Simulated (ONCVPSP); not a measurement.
How hard is this Ce (Z = 58) ONCV potential?

ONCVPSP 4.0.1 input, shortened (lines: element, Z, core and valence counts, functional; n l f; lmax; l rc ep ncon nbas qcut; lloc lpopt rc5 dvloc0; l nproj debl; icmod fcfact rcfact), PBE, fully relativistic:

```
  Ce 58.00    9    5        4      upf
    1    0    2.00
    2    0    2.00
    2    1    6.00
    3    0    2.00
    3    1    6.00
    3    2   10.00
    4    0    2.00
    4    1    6.00
    4    2   10.00
    4    3    1.00
    5    0    2.00
    5    1    6.00
    5    2    1.00
    6    0    0.50
    3
    0    2.60    0.00    4    9    4.60
    1    2.65    0.00    4    8    5.80
    2    3.25    0.00    4    8    3.90
    3    1.85    0.00    4    9    7.80
    4    1    1.65    1.00
    0    2    0.90
    1    2    2.10
    2    2    1.90
    3    2    3.00
    2    0.20    0.70
```

Open shells are filled in proportion to 2j + 1.

Q: For each optimised wave give the share of its norm inside rc, the residual kinetic energy above qcut (Ha) and the cutoffs (Ha) for errors of 10, 1, 0.1 and 0.01 mHa per electron.

A:

```
               wave  norm inside rc  residual KE  10 mHa  1 mHa  0.1 mHa  0.01 mHa
                 5s           0.971      2.9e-06     4.1    6.9      8.5       9.8
                 6s           0.131      8.5e-06     2.7    6.9      8.8      11.0
           5p j=3/2           0.915      2.5e-08     3.7    7.4     10.9      12.9
p projector 2 j=3/2           0.188      6.5e-07     4.3   10.4     13.1      15.1
           5p j=1/2           0.935      2.0e-08     4.2    5.5     10.2      12.6
p projector 2 j=1/2           0.205      7.1e-07     4.5    9.8     13.0      15.1
           5d j=5/2           0.761      1.4e-05     4.2    5.6      6.8       8.0
d projector 2 j=5/2           0.195      4.0e-04     5.5    7.0     10.7      25.6
           5d j=3/2           0.774      1.7e-05     4.3    5.7      6.8       8.7
d projector 2 j=3/2           0.197      4.7e-04     5.6    7.1     11.3      26.1
           4f j=7/2           0.893      9.4e-04    26.2   31.0     94.5     124.7
f projector 2 j=7/2           0.221      1.3e-02    31.3  109.7    129.6     166.2
           4f j=5/2           0.897      9.6e-04    26.2   31.1     94.7     125.1
f projector 2 j=5/2           0.222      1.3e-02    31.4  110.2    129.7     167.2
```

The occupied waves need 31 Ha and 95 Ha for 1 and 0.1 mHa. The cutoffs count occupied waves only; projector 2 of the f channel, the hardest unoccupied one, needs 110 Ha at the loose tolerance. Note: no bound ghost flagged; GHOST(+) flagged for s at 77.9 eV. Its largest configuration-test error is +767 meV.
